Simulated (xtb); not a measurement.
xtb input (GFN-FF):

```bash
xtb mol.xyz --gfnff --opt tight --chrg 0 --uhf 0
```
mol.xyz:
```
12

B     -0.01550774    -0.00850457    -0.33305316
Cl     0.06821220     0.03740813     1.46496419
O     -1.19944168    -0.10694537    -0.96772624
C     -2.45889749    -0.18205847    -0.31032426
O      1.10413598     0.05467895    -1.07911338
C      2.41901613     0.16018720    -0.54619077
H     -3.21843675    -0.25339924    -1.08598200
H     -2.51176899    -1.06179958     0.33267650
H     -2.63790505     0.70886296     0.29333550
H      2.65541985    -0.69925770     0.08282238
H      2.52928379     1.07140484     0.04348138
H      3.10307224     0.19013240    -1.39165209
```

Output:

```
           -------------------------------------------------
          |                Calculation Setup                |
           -------------------------------------------------

          ==================== Thresholds ====================
          CN  :   150.00000
          rep :   500.00000
          disp:  2500.00000
          HB1 :   250.00000
          HB2 :   450.00000

          Pauling EN used:
          Z : 1  EN :  2.20
          Z : 5  EN :  2.04
          Z : 6  EN :  2.55
          Z : 8  EN :  3.44
          Z :17  EN :  3.16
          electric field strengths (au): 0.000

           -------------------------------------------------
          |           Force Field Initialization            |
           -------------------------------------------------

          distances ...
          ----------------------------------------
          generating topology and atomic info file ...
          pair mat ...
          computing topology distances matrix with Floyd-Warshall algo ...
          making topology EEQ charges ...
          #fragments for EEQ constrain: 1
          ----------------------------------------
          generating topology and atomic info file ...
          pair mat ...
          computing topology distances matrix with Floyd-Warshall algo ...
          making topology EEQ charges ...
          #fragments for EEQ constrain: 1
          rings ...
          # BATM   46
          # H in HB   6
          doing iterative Hueckel for 1 subsystem(s) ...

  atom   neighbors  erfCN metchar sp-hybrid imet pi  qest     coordinates
    1  B       3    2.81   0.01         2    0    1   0.279   -0.029305   -0.016071   -0.629379
    2  Cl      1    0.98   0.00         0    0    1  -0.091    0.128902    0.070691    2.768381
    3  O       2    1.92   0.00         3    0    1  -0.337   -2.266616   -0.202097   -1.828738
    4  C       4    3.49   0.00         3    0    0   0.039   -4.646643   -0.344041   -0.586428
    5  O       2    1.92   0.00         3    0    1  -0.337    2.086515    0.103328   -2.039229
    6  C       4    3.49   0.00         3    0    0   0.039    4.571278    0.302710   -1.032151
    7  H       1    0.97   0.00         0    0    0   0.068   -6.081964   -0.478855   -2.052209
    8  H       1    0.97   0.00         0    0    0   0.068   -4.746555   -2.006510    0.628667
    9  H       1    0.97   0.00         0    0    0   0.068   -4.984918    1.339557    0.554324
   10  H       1    0.97   0.00         0    0    0   0.068    5.018016   -1.321406    0.156512
   11  H       1    0.97   0.00         0    0    0   0.068    4.779654    2.024662    0.082168
   12  H       1    0.97   0.00         0    0    0   0.068    5.863957    0.359298   -2.629841

          #atoms :   12
          #bonds :   11
          #angl  :   17
          #tors  :   11
          #nmol  :   1
[...]
O            1.17914931918937        0.05624243168417       -1.24925307527330
C            2.33723936079827        0.15549224995696       -0.49530679893134
H           -3.28768380774072       -0.25325268296478       -0.85736443118792
H           -2.27112172422271       -1.04969154024189        0.37727580345024
H           -2.39811153531427        0.73295583180174        0.33766852433987
H            2.42083721550772       -0.72049288133624        0.15040094423836
H            2.29384738476134        1.06215449103009        0.11079365410982
H            3.19325030613508        0.20146459028848       -1.17074335841968

 Bond Distances (Angstroems)
 ---------------------------
B1-Cl2=1.7919        B1-O3=1.3965         B1-O5=1.3965         Cl2-B1=1.7919        O3-B1=1.3965         O3-C4=1.3854
C4-O3=1.3854         C4-H7=1.0914         C4-H8=1.0915         C4-H9=1.0915         O5-B1=1.3965         O5-C6=1.3854
C6-O5=1.3854         C6-H10=1.0915        C6-H11=1.0915        C6-H12=1.0914        H7-C4=1.0914         H8-C4=1.0915
H9-C4=1.0915         H10-C6=1.0915        H11-C6=1.0915        H12-C6=1.0914
 C  H  Rav=1.0914 sigma=0.0000  Rmin=1.0914  Rmax=1.0915     6
 O  B  Rav=1.3965 sigma=0.0000  Rmin=1.3965  Rmax=1.3965     2
 O  C  Rav=1.3854 sigma=0.0000  Rmin=1.3854  Rmax=1.3854     2
 Cl B  Rav=1.7919 sigma=0.0000  Rmin=1.7919  Rmax=1.7919     1

 selected bond angles (degree)
 --------------------
O3-B1-Cl2=117.48               O5-B1-Cl2=117.48               O5-B1-O3=125.05                C4-O3-B1=116.78
H7-C4-O3=108.78                H8-C4-O3=109.18                H8-C4-H7=109.87                H9-C4-O3=109.18
H9-C4-H7=109.87                H9-C4-H8=109.95                C6-O5-B1=116.78                H10-C6-O5=109.18
H11-C6-O5=109.18               H11-C6-H10=109.95              H12-C6-O5=108.78               H12-C6-H10=109.87
H12-C6-H11=109.87

 selected dihedral angles (degree)
 ---------------------------------
C4-O3-B1-Cl2=  0.00           C4-O3-B1-O5=180.00            H7-C4-O3-B1=180.00            H8-C4-O3-B1=299.89
H9-C4-O3-B1= 60.11            C6-O5-B1-Cl2=  0.00           C6-O5-B1-O3=180.00            H10-C6-O5-B1= 60.11
H11-C6-O5-B1=299.89           H12-C6-O5-B1=180.00
           -------------------------------------------------
          |                Final Singlepoint                |
           -------------------------------------------------
         :::::::::::::::::::::::::::::::::::::::::::::::::::::
         ::                     SUMMARY                     ::
         :::::::::::::::::::::::::::::::::::::::::::::::::::::
         :: total energy              -1.530957309500 Eh    ::
         :: gradient norm              0.000212017382 Eh/a0 ::
         ::.................................................::
         :: bond energy               -1.503719917331 Eh    ::
         :: angle energy               0.003789264472 Eh    ::
         :: torsion energy             0.000000007857 Eh    ::
         :: repulsion energy           0.069910179331 Eh    ::
         :: electrostat energy        -0.093978382670 Eh    ::
         :: dispersion energy         -0.005239699587 Eh    ::
         :: HB energy                  0.000000000000 Eh    ::
         :: XB energy                  0.000000000000 Eh    ::
         :: bonded atm energy         -0.001718761572 Eh    ::
         :: external energy            0.000000000000 Eh    ::
         :: add. restraining           0.000000000000 Eh    ::
         :: total charge               0.000000000000 e     ::
         :::::::::::::::::::::::::::::::::::::::::::::::::::::

           -------------------------------------------------
          |                Property Printout                |
           -------------------------------------------------

molecular dipole:
                 x           y           z       tot (Debye)
 q only:        0.028       0.015       0.606       1.542
           -------------------------------------------------
          |                Geometry Summary                 |
           -------------------------------------------------

      molecular mass/u    :      108.3318918
   center of mass at/Å    :       -0.0043466      -0.0023837      -0.0933505
  moments of inertia/u·Å² :        0.1116966E+03   0.2302070E+03   0.3354618E+03
rotational constants/cm⁻¹ :        0.1509235E+00   0.7322814E-01   0.5025202E-01

 * 11 selected distances

     #   Z          #   Z                                           value/Å
     1   5 B        2  17 Cl                                      1.7919231 (max)
Note: The following floating-point exceptions are signalling: IEEE_UNDERFLOW_FLAG IEEE_DENORMAL
normal termination of xtb
     1   5 B        3   8 O                                       1.3965490
     3   8 O        4   6 C                                       1.3854452
     1   5 B        5   8 O                                       1.3965490
     5   8 O        6   6 C                                       1.3854452
     4   6 C        7   1 H                                       1.0913675
     4   6 C        8   1 H                                       1.0914565
     4   6 C        9   1 H                                       1.0914565
     6   6 C       10   1 H                                       1.0914565
     6   6 C       11   1 H                                       1.0914565
     6   6 C       12   1 H                                       1.0913675 (min)

 * 4 distinct bonds (by element types)

   Z      Z             #   av. dist./Å        max./Å        min./Å
   1 H    6 C           6     1.0914268     1.0914565     1.0913675
   5 B    8 O           2     1.3965490     1.3965490     1.3965490
   6 C    8 O           2     1.3854452     1.3854452     1.3854452
   5 B   17 Cl          1     1.7919231     1.7919231     1.7919231

optimized geometry written to: xtbopt.xyz

           -------------------------------------------------
          | TOTAL ENERGY               -1.530957309500 Eh   |
          | GRADIENT NORM               0.000212017382 Eh/α |
           -------------------------------------------------
########################################################################
[WARNING] Runtime exception occurred
-1- gfnff_setup: Could not read topology file.
########################################################################

------------------------------------------------------------------------
------------------------------------------------------------------------
 total:
 SCF:
 ANC optimizer:
```
